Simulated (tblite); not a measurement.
Run record: tight-binding relaxation, `B1NBNBN1`.

Computed with GFN2-xTB geometry optimisation, gas phase (tblite 0.8.0). Start geometry: from a force field or distance geometry. The input is one job of a driver script: a line of settings, then coordinates in Å.

Input:
```
{"job": {"kind": "relax", "xc": "GFN2-xTB", "basis": "xTB"}, "charge": 0, "multiplicity": 1}
B      0.943100    -1.010500    -0.245700
N      1.287100     0.169400     0.662400
B      0.376900     1.325600     0.315200
N     -1.139400     1.107700     0.191600
B     -1.331900    -0.130300    -0.681800
N     -0.537700    -1.407300    -0.426200
H      1.743800    -1.855600    -0.383200
H      2.274100     0.463900     0.447200
H      0.827700     2.376100     0.017300
H     -1.476300     0.835800     1.159000
H     -2.107500    -0.095500    -1.582300
H     -0.858600    -1.780100     0.500400
```

Output:
```
step      E/eV     max force
  0    -423.72283    3.840
  1    -424.22768    2.837
  2    -424.72416    1.142
  3    -424.78449    0.739
  4    -424.84997    0.818
  5    -424.92567    1.058
  6    -425.09105    2.145
  7    -425.23116    1.560
  8    -425.57202    1.602
  9    -425.78517    2.850
... (31 lines left out)
 41    -427.83485    0.080
 42    -427.83560    0.084
 43    -427.83616    0.055
 44    -427.83647    0.045
 45    -427.83661    0.029
 46    -427.83668    0.022
 47    -427.83673    0.018
 48    -427.83678    0.022
 49    -427.83681    0.018
 50    -427.83683    0.009
```

«max force» is the largest atomic force in eV/Å.

Q: From which step on does the largest force stay under 0.1 eV/Å, and how much energy is left to gain from there?

A: From step 40 (0.098 eV/Å), 3.0 meV above the end.

Summary of the converged run: energy lowered by 94.9 kcal/mol over 50 steps; largest atomic force 0.009 eV/Å at the end.

On an Arm Neoverse V2 with one thread, on a shared host, this took 0.15 s.
Labels such as C1 count atoms from 1, the log's own numbers from 0.
